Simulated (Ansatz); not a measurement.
Cl₂In (SMILES [Cl][In+][Cl]), charge +1, singlet, geometry from GFN2-xTB (such geometries of metal compounds can be far from the true shape) (core potentials on In); Ansatz (a quantum-chemistry and plane-wave program) with B97M-V/def2-SVP.

Here is a job for Ansatz.
Ansatz 0.2 input:
```yaml
crystal:
  periodic: [false, false, false]
  atoms:
    - {symbol: In, position_ang: [0.00000000, 0.00000000, 0.00000000]}
    - {symbol: Cl, position_ang: [0.00000000, 0.00000000, 2.29969147]}
    - {symbol: Cl, position_ang: [-0.00000000, -0.00000000, -2.29969147]}
basis:
  gaussian:
    orbitals: def2-SVP
hamiltonian:
  xc: {name: B97M-V}
total_charge: 1
```

It wrote (shortened):

```
Functional definition: B97M-V
706 factors; their error is unknown
mean field evaluation 1: about -30192.9250 eV, gradient 4.2e1 eV
mean field evaluation 2: about -30161.0641 eV, gradient 1.1e2 eV
mean field evaluation 4: about -30198.7354 eV, gradient 3.7e0 eV
mean field evaluation 8: about -30198.7532 eV, gradient 1.1e-2 eV
mean field -30198.75319101 eV, -1109.7837103196 hartree, gradient 1.3e-5 eV, S^2 0.000000; 0 other end points of the search recorded, 0 dependent functions left out
reference -30198.75324587 eV, -1109.7837123357 hartree; 27, 27 occupied and 35, 35 virtual orbitals, 706 factors
Total energy: -30198.75324587 eV, -1109.7837123357 hartree
```
